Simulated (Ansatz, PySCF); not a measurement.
Bond stretch in MgO, singlet.

Computed with: UKS-PBE = PySCF with unrestricted PBE/cc-pVTZ; RKS-B3LYP = restricted B3LYP/cc-pVTZ (PySCF); UCCSDT(Q) = CCSDT(Q) on UHF/cc-pVTZ, frozen core in Ansatz (a first-principles code).

Energies relative to the lowest point of each curve near equilibrium, in kcal/mol; the last columns give the difference from UCCSDT(Q):

| R / Å | UKS-PBE | RKS-B3LYP | UCCSDT(Q) | UKS-PBE − UCCSDT(Q) | RKS-B3LYP − UCCSDT(Q) |
|---|---|---|---|---|---|
| 1.38 | 74.0 | 71.4 | 71.4 | 2.7 | 0.0 |
| 1.48 | 32.9 | 30.7 | 28.9 | 4.0 | 1.9 |
| 1.56 | 14.4 | 12.8 | 9.5 | 4.9 | 3.3 |
| 1.63 | 5.4 | 4.2 | 17.6 | -12.2 | -13.3 |
| 1.65 | 3.8 | 2.8 | 14.4 | -10.6 | -11.6 |
| 1.73 | 0.3 | 0.0 | 5.4 | -5.0 | -5.4 |
| 1.78 | 0.0 | 0.3 | 2.2 | -2.2 | -1.9 |
| 1.86 | 1.5 | 3.0 | 0.0 | 1.5 | 3.0 |
| 1.92 | 3.6 | 6.3 | 0.1 | 3.5 | 6.2 |
| 2.04 | 9.0 | 14.7 | 3.1 | 5.9 | 11.6 |
| 2.15 | 14.2 | 23.3 | 7.9 | 6.3 | 15.4 |
| 2.37 | 25.0 | 40.4 | 19.7 | 5.3 | 20.7 |
| 2.61 | 37.0 | 56.2 | — | — | — |
| 2.85 | 47.3 | 68.6 | — | — | — |
| 3.11 | 55.7 | 78.6 | — | — | — |
| 3.48 | 63.8 | 88.5 | — | — | — |
| 3.86 | 68.8 | 95.0 | — | — | — |
| 4.19 | 71.6 | 98.7 | — | — | — |
| 4.70 | 74.2 | 102.3 | — | — | — |
| 5.22 | 75.6 | 104.4 | — | — | — |
| 6.05 | 76.8 | 106.1 | — | — | — |
| 6.88 | 77.3 | 107.0 | — | — | — |

UKS-PBE is furthest from UCCSDT(Q) at 1.63 (-12.2 kcal/mol, below); its mean absolute difference over the points is 5.4 kcal/mol.

RKS-B3LYP is furthest from UCCSDT(Q) at 2.37 (20.7 kcal/mol, above); its mean absolute difference over the points is 7.9 kcal/mol.

Dashes: no converged value, or the column stops at the first point that the program doubted or that broke a chosen test of continuity, which isn't proof of a fault.

The unrestricted determinant behind UKS-PBE is spin-contaminated at 1.38 to 6.88 Å (<S²> up to 1.0, against 0.00 for a pure singlet). At the longest distance UKS-PBE, RKS-B3LYP leaves fractional charges on the fragments, a sign of delocalisation error or of the restricted form. The restricted form behind RKS-B3LYP keeps the bonding electrons paired and can't separate into open-shell fragments. The unrestricted determinant behind UCCSDT(Q) is spin-contaminated at 1.38 to 6.88 Å (<S²> up to 1.2, against 0.00 for a pure singlet).
